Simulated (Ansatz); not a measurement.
Program: Ansatz 0.2.0.

Basis-set series for `[NH2][Cr]([NH2])(=[O])=[O]`. The species carries charge 0 and has multiplicity 1. Geometry: relaxed with PBE0-D4/def2-TZVP. It is one conformer, not always the lowest.

| functional | basis | functions | energy (Eh) | HOMO (eV) | LUMO (eV) |
| --- | --- | --- | --- | --- | --- |
| PBE0-D4 | def2-TZVPP | 244 | -1306.49202 | -7.35 | -2.85 |
| PBE0-D4 | def2-QZVPP | 441 | -1306.52946 | -7.38 | -2.86 |
| ωB97M-V | def2-TZVPP | 244 | -1306.81735 | -9.56 | -0.68 |
| ωB97M-V | def2-QZVPP | 441 | -1306.85279 | -9.58 | -0.69 |

Task: Give the rows for def2-SVP. (Best estimate.)

Result: The calculation gave: 
| functional | basis | functions | energy (Eh) | HOMO (eV) | LUMO (eV) |
| --- | --- | --- | --- | --- | --- |
| PBE0-D4 | def2-SVP | 107 | -1306.01371 | -7.11 | -2.79 |
| ωB97M-V | def2-SVP | 107 | -1306.33034 | -9.28 | -0.48 |

Scalar relativity is left out up to krypton.
